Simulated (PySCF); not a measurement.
SMILES CSc1ccccc1C#N, GFN2-xTB optimised geometry.

```
17

C     -0.81    -2.68     0.83
S     -1.76    -1.37     0.01
C     -0.71     0.05     0.00
C     -1.38     1.27    -0.05
C     -0.69     2.46    -0.07
C      0.70     2.47    -0.03
C      1.38     1.27     0.00
C      0.69     0.05     0.00
C      1.49    -1.11    -0.05
N      2.20    -2.01    -0.13
H     -1.55    -3.40     1.18
H     -0.27    -2.27     1.68
H     -0.13    -3.16     0.14
H     -2.46     1.26    -0.06
H     -1.23     3.40    -0.10
H      1.25     3.40    -0.03
H      2.46     1.25     0.01
```

Density from PBE0/def2-SVP (PySCF) at that geometry.

Minimum of the electron density along straight lines between bonded atoms, close to the bond critical point (lines longer than 1.1 times the sum of covalent radii, or with two minima, are not listed):

```csv
bond,length / Å,ρ at the minimum / e bohr⁻³,∇²ρ there / e bohr⁻⁵,position (fraction from the first atom)
C1–S2,1.816,(withheld),-0.31,0.45
S2–C3,1.764,0.199,(withheld),0.51
C3–C4,1.395,0.307,-0.78,0.51
C4–C5,1.378,0.315,-0.81,0.50
C5–C6,1.390,0.309,-0.79,0.50
C6–C7,1.377,0.316,-0.82,0.50
C3–C8,1.401,0.300,-0.73,0.50
C7–C8,1.401,0.301,-0.75,0.49
C8–C9,1.411,0.288,-0.75,0.47
C9–N10,1.148,0.475,(withheld),0.34
C1–H11,1.086,0.279,-1.05,0.64
C1–H12,1.085,0.280,-1.06,0.64
C1–H13,1.085,0.283,-1.10,0.65
C4–H14,1.079,0.285,-1.10,0.64
C5–H15,1.079,0.285,-1.10,0.63
C6–H16,1.079,0.284,-1.09,0.63
C7–H17,1.080,0.285,-1.11,0.64
```

**Question.** Fill in the missing entries.

**Answer.** 
- C1–S2, ρ at the minimum / e bohr⁻³: 0.179
- S2–C3, ∇²ρ there / e bohr⁻⁵: -0.42
- C9–N10, ∇²ρ there / e bohr⁻⁵: 0.36
